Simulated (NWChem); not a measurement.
All runs are NWChem calculations. System: AsO, charge -1, spin multiplicity 3, at the geometry of a parent with another charge or spin, in a state set for the comparison that need not be this species' ground state. Its SCF solution wasn't tested for a lower state. Level: UMP2/def2-TZVPD, 10 core orbitals frozen.

Job file:

```
start mol
memory heap 200 mb stack 900 mb global 1100 mb
charge -1
geometry units angstroms nocenter noautoz
  As     0.000000     0.000000     0.316208
  O      0.000000     0.000000    -1.304359
  symmetry group C2v
end
basis spherical
  * library def2-tzvpd
end
scf
  uhf
  nopen 2
  maxiter 100
  thresh 1e-7
  semidirect memsize 60000000 filesize 0
  # guess.movecs holds the orbitals of an unrestricted PBE0 run
  vectors input guess.movecs output mol.movecs
end
mp2
  freeze core 10
end
task mp2 energy
```

NWChem printed:

```
             Northwest Computational Chemistry Package (NWChem) 7.3.0
             --------------------------------------------------------

                                NWChem Input Module
                                -------------------

 Scaling coordinates for geometry "geometry" by  1.889725989
 (inverse scale =  0.529177249)

 Turning off AUTOSYM since
 SYMMETRY directive was detected!

                             Geometry "geometry" -> ""
                             -------------------------

 Output coordinates in angstroms (scale by  1.889725989 to convert to a.u.)

  No.       Tag          Charge          X              Y              Z
 ---- ---------------- ---------- -------------- -------------- --------------
    1 As                  33.0000     0.00000000     0.00000000     0.31620800
    2 O                    8.0000     0.00000000     0.00000000    -1.30435900

 Effective nuclear repulsion energy (a.u.)      86.2061202875

            Nuclear Dipole moment (a.u.)
            ----------------------------
        X                 Y               Z
 ---------------- ---------------- ----------------
     0.0000000000     0.0000000000    -0.0000151178

      Symmetry information
      --------------------

 Group name             C2v
 Group number             16
 Group order               4
 No. of unique centers     2

      Symmetry unique atoms

     1    2


 Summary of "ao basis" -> "" (spherical)
 ------------------------------------------------------------------------------
       Tag                 Description            Shells   Functions and Types
 ---------------- ------------------------------  ------  ---------------------
 *                         def2-tzvpd                 on all atoms

 Summary of "ao basis" -> "ao basis" (spherical)
 ------------------------------------------------------------------------------
       Tag                 Description            Shells   Functions and Types
 ---------------- ------------------------------  ------  ---------------------
 As                        def2-tzvpd               18       54   7s5p5d1f
 O                         def2-tzvpd               14       40   6s4p3d1f

                                 NWChem SCF Module
                                 -----------------

  ao basis        = "ao basis"
  functions       =    94
  atoms           =     2
  alpha electrons =    22
  beta  electrons =    20
  charge          =  -1.00
  wavefunction    = UHF
  use symmetry    = T
  symmetry adapt  = T

 Summary of "ao basis" -> "ao basis" (spherical)
 ------------------------------------------------------------------------------
       Tag                 Description            Shells   Functions and Types
 ---------------- ------------------------------  ------  ---------------------
 As                        def2-tzvpd               18       54   7s5p5d1f
 O                         def2-tzvpd               14       40   6s4p3d1f

      Symmetry analysis of basis
      --------------------------

        a1         42
        a2         10
        b1         21
        b2         21

 Forming initial guess at       0.1s

   Symmetry analysis of molecular orbitals - initial alpha
   -------------------------------------------------------

  Numbering of irreducible representations:

     1 a1          2 a2          3 b1          4 b2

  Orbital symmetries:

     1 a1          2 a1          3 b1          4 b2          5 a1
     6 a1          7 a1          8 b1          9 b2         10 a1
    11 a1         12 a2         13 a1         14 b1         15 b2
    16 a1         17 a1         18 b2         19 b1         20 a1
    21 b2         22 b1         23 a1         24 a1         25 b1
    26 b2         27 a1         28 a1         29 a2         30 b1
    31 b2         32 a1

   Symmetry analysis of molecular orbitals - initial beta
   ------------------------------------------------------

  Numbering of irreducible representations:

     1 a1          2 a2          3 b1          4 b2

  Orbital symmetries:

     1 a1          2 a1          3 b1          4 b2          5 a1
     6 a1          7 a1          8 a1          9 b1         10 b2
    11 a1         12 b1         13 b2         14 a2         15 a1
    16 a1         17 a1         18 a1         19 b1         20 b2
    21 b1         22 b2         23 a1         24 a1         25 b1
    26 b2         27 a1         28 a1         29 a2         30 b1
    31 b2         32 a1

 Starting SCF solution at       0.1s

 ----------------------------------------------
         Quadratically convergent UHF

 Convergence threshold     :          1.000E-07
 Maximum no. of iterations :          100
 Integral*density screening:          1.000E-09
 ----------------------------------------------

              iter       energy          gnorm     gmax       time
             ----- ------------------- --------- --------- --------
                 1    -2309.0711093310  6.70D-01  2.19D-01      2.0
                 2    -2309.0891403008  1.41D-01  2.65D-02      2.0
                 3    -2309.0910369432  8.72D-03  2.85D-03      2.2
                 4    -2309.0910820332  9.61D-05  3.39D-05      2.5
                 5    -2309.0910820373  6.10D-09  1.75D-09      2.9

       Final UHF  results
       ------------------

         Total SCF energy =  -2309.091082037316
      One electron energy =  -3401.202653032355
      Two electron energy =   1005.905450707559
 Nuclear repulsion energy =     86.206120287480

                       Sz =      1.0000
                 Sz(Sz+1) =      2.0000
                      S^2 =      2.0460
[...]
  ----- ------------  ---------------      ----- ------------  ---------------
    19      0.348470  1 As pz                 6      0.319358  1 As s
    63     -0.286596  2 O  pz                 5      0.274552  1 As s
    66     -0.256763  2 O  pz                13     -0.213322  1 As pz
     7      0.207853  1 As s                 69     -0.178042  2 O  pz
     4     -0.157595  1 As s                 22      0.156154  1 As pz

 Vector   19  Occ=1.000000D+00  E=-1.862544D-01  Symmetry=b2
              MO Center= -2.4D-15,  3.5D-14, -1.0D+00, r^2= 1.3D+00
   Bfn.  Coefficient  Atom+Function         Bfn.  Coefficient  Atom+Function
  ----- ------------  ---------------      ----- ------------  ---------------
    62      0.362115  2 O  py                65      0.335554  2 O  py
    68      0.284698  2 O  py                18      0.195316  1 As py

 Vector   20  Occ=1.000000D+00  E=-1.862544D-01  Symmetry=b1
              MO Center=  2.9D-14, -2.1D-15, -1.0D+00, r^2= 1.3D+00
   Bfn.  Coefficient  Atom+Function         Bfn.  Coefficient  Atom+Function
  ----- ------------  ---------------      ----- ------------  ---------------
    61      0.362115  2 O  px                64      0.335554  2 O  px
    67      0.284698  2 O  px                17      0.195316  1 As px

 Vector   21  Occ=0.000000D+00  E= 2.424592D-01  Symmetry=a1
              MO Center=  6.2D-16, -3.5D-16, -2.5D+00, r^2= 1.1D+01
   Bfn.  Coefficient  Atom+Function         Bfn.  Coefficient  Atom+Function
  ----- ------------  ---------------      ----- ------------  ---------------
    60     -5.167127  2 O  s                  7      4.705798  1 As s
    72     -2.859305  2 O  pz                22     -2.497576  1 As pz
     6      2.116947  1 As s                 69     -1.058630  2 O  pz
    59     -0.927287  2 O  s                 40      0.516532  1 As d  0
    85     -0.443878  2 O  d  0              19     -0.291027  1 As pz

 Vector   22  Occ=0.000000D+00  E= 2.685991D-01  Symmetry=b2
              MO Center=  3.6D-15, -1.4D-12,  1.2D-01, r^2= 8.5D+00
   Bfn.  Coefficient  Atom+Function         Bfn.  Coefficient  Atom+Function
  ----- ------------  ---------------      ----- ------------  ---------------
    71      1.263941  2 O  py                44      0.792441  1 As d -1
    68     -0.232761  2 O  py                21     -0.214583  1 As py
    18      0.202566  1 As py                62     -0.161020  2 O  py
    84      0.150043  2 O  d -1

 Vector   23  Occ=0.000000D+00  E= 2.685991D-01  Symmetry=b1
              MO Center= -2.4D-12, -2.4D-15,  1.2D-01, r^2= 8.5D+00
   Bfn.  Coefficient  Atom+Function         Bfn.  Coefficient  Atom+Function
  ----- ------------  ---------------      ----- ------------  ---------------
    70      1.263941  2 O  px                46     -0.792441  1 As d  1
    67     -0.232761  2 O  px                20     -0.214583  1 As px
    17      0.202566  1 As px                61     -0.161020  2 O  px
    86     -0.150043  2 O  d  1

 center of mass
 --------------
 x =   0.00000000 y =   0.00000000 z =   0.05877466

 moments of inertia (a.u.)
 ------------------
         123.616869606407           0.000000000000           0.000000000000
           0.000000000000         123.616869606407           0.000000000000
           0.000000000000           0.000000000000           0.000000000000

  Mulliken analysis of the total density
  --------------------------------------

    Atom       Charge   Shell Charges
 -----------   ------   -------------------------------------------------------
    1 As  33    33.15   2.00  2.00  1.17  0.78  0.93  0.87  0.20  5.99  5.76  0.38  1.49  1.31  8.95  1.07  0.05  0.08  0.08  0.04
    2 O    8     8.85   0.79  1.18  0.57  0.96  0.35 -0.02  1.80  2.00  1.02  0.16  0.00  0.02 -0.00  0.00

  Mulliken analysis of the alpha density
  --------------------------------------

    Atom       Charge   Shell Charges
 -----------   ------   -------------------------------------------------------
    1 As  33    17.38   1.00  1.00  0.58  0.39  0.46  0.43  0.07  3.00  2.89  0.21  1.05  1.12  4.47  0.54  0.04  0.04  0.08  0.02
    2 O    8     4.62   0.40  0.59  0.30  0.50  0.17  0.00  1.04  1.11  0.45  0.08  0.00  0.01 -0.01  0.00

   Mulliken analysis of the beta density
   -------------------------------------

    Atom       Charge   Shell Charges
 -----------   ------   -------------------------------------------------------
    1 As  33    15.78   1.00  1.00  0.58  0.39  0.47  0.44  0.13  3.00  2.87  0.17  0.44  0.19  4.48  0.53  0.02  0.04  0.00  0.02
    2 O    8     4.22   0.40  0.59  0.28  0.47  0.19 -0.02  0.75  0.89  0.57  0.09  0.00  0.01  0.01  0.00

   Mulliken analysis of the spin density
   -------------------------------------

    Atom       Charge   Shell Charges
 -----------   ------   -------------------------------------------------------
    1 As  33     1.60  -0.00 -0.00  0.00 -0.00 -0.00 -0.01 -0.07  0.00  0.01  0.03  0.61  0.93 -0.01  0.00  0.02 -0.00  0.08 -0.00
    2 O    8     0.40   0.00 -0.00  0.02  0.03 -0.02  0.02  0.29  0.22 -0.13 -0.01 -0.00 -0.00 -0.02 -0.00

       Multipole analysis of the density wrt the origin
       ------------------------------------------------

     L   x y z        total         alpha         beta         nuclear
     -   - - -        -----         -----         ----         -------
     0   0 0 0     -1.000000    -22.000000    -20.000000     41.000000

     1   1 0 0     -0.000000     -0.000000     -0.000000      0.000000
     1   0 1 0     -0.000000     -0.000000     -0.000000      0.000000
     1   0 0 1      0.849757     -0.052940      0.902712     -0.000015

     2   2 0 0    -21.006768    -13.446661     -7.560107      0.000000
     2   1 1 0      0.000000      0.000000      0.000000      0.000000
     2   1 0 1     -0.000000      0.000000     -0.000000      0.000000
     2   0 2 0    -21.006768    -13.446661     -7.560107      0.000000
     2   0 1 1     -0.000000     -0.000000      0.000000      0.000000
     2   0 0 2    -26.227494    -46.616550    -39.999094     60.388150

                   NWChem MP2 Semi-direct Energy/Gradient Module
                   ---------------------------------------------

  Basis functions       =     94
  Molecular orbitals    =     94
  Frozen core           =     10
  Frozen virtuals       =      0
  Active alpha occupied =     12
  Active beta occupied  =     10
  Active alpha virtual  =     72
  Active beta virtual   =     74
  Use MO symmetry       = T
  Use skeleton AO sym   = T

  AO/Fock/Back tols     =   1.0D-09  1.0D-09  1.0D-09

 GA uses MA = F    GA memory limited = T

 Available:
  local mem=  1.26D+08
 global mem=  1.44D+08
 local disk=  0.00D+00
  mp2_memr nvloc                    72
  nvloc new                    72
   1 passes of  12:        4194304                      61208                  13099258.
   1 passes of  12: M    126149950           G      144161528           F     121955646.

 Semi-direct pass number   1 of   1  for UHF alpha       at        3.0s
  vrange nnbf                  4454
  mp2_eaftype                    49  avail_ma_in_mb                  1099
 EAF : mp2_eaftype filesize          49    6549629.
  mp2_eaf for mointskh                     49
Node 0 wrote     30.8 Mb in      0.0 s     Agg I/O rate:  1394.1 Mb/s
 Done moints_semi at        7.7s
  mp2_eaftype                    49  avail_ma_in_mb                  1050
 EAF : mp2_eaftype filesize          49    6549629.
  mp2_eaf for kh                    49
 Done maket at        7.9s
 Done multipass loop at        7.9s

 GA uses MA = F    GA memory limited = T

 Available:
  local mem=  1.26D+08
 global mem=  1.44D+08
 local disk=  0.00D+00
  mp2_memr nvloc                    74
  nvloc new                    74
   1 passes of  10:        4194304                      55010                  11221452.
   1 passes of  10: M    126149950           G      144161528           F     121955646.

 Semi-direct pass number   1 of   1  for UHF beta        at        7.9s
  vrange nnbf                  4454
  mp2_eaftype                    42  avail_ma_in_mb                  1099
 EAF : mp2_eaftype filesize          42    5610726.
  mp2_eaf for mointskh                     42
Node 0 wrote     26.4 Mb in      0.0 s     Agg I/O rate:  1459.1 Mb/s
 Done moints_semi at       12.7s
  mp2_eaftype                    42  avail_ma_in_mb                  1057
 EAF : mp2_eaftype filesize          42    5610726.
  mp2_eaf for kh                    42
 Done maket at       12.8s
 Done multipass loop at       12.8s

          -------------------------------------------
          SCF energy               -2309.091082037316
          Correlation energy          -0.482793512057
          Singlet pairs                0.000000000000
          Triplet pairs                0.000000000000
          Total MP2 energy         -2309.573875549372
          -------------------------------------------

          ---------------------------------------------------
                    Spin Component Scaled (SCS) MP2
          Same spin pairs                     -0.145494891562
          Same spin scaling factor             0.333333333333
          Opposite spin pairs                 -0.337298620495
          Opposite spin scaling fact.          1.200000000000
          SCS-MP2 correlation energy          -0.453256641781
          Total SCS-MP2 energy             -2309.544338679097
          ---------------------------------------------------

 -----------------------
 Performance information
 -----------------------

 Timer overhead =  1.98D-07 seconds/call

               Nr. of calls         CPU time (s)                 Wall time (s)                GFlops
             ---------------    -------------------     ------------------------------   -------------------
Name         Min   Avg   Max    Min     Avg     Max     Min     Avg     Max   Mx/calls   Min     Max     Sum
mp2: moin     2     2     2    9.4     9.4     9.4      9.4     9.4     9.4     4.7      0.0     0.0     0.0
mp2: make     2     2     2   0.33    0.33    0.33     0.33    0.33    0.33    0.16      0.0     0.0     0.0
mp2: tota     1     1     1    9.8     9.8     9.8      9.8     9.8     9.8     9.8      0.0     0.0     0.0

 The average no. of pstat calls per process was 5.00D+00
 with a timing overhead of 9.90D-07s

 Task  times  cpu:       12.8s     wall:       12.8s

 Total times  cpu:       12.8s     wall:       12.8s
```
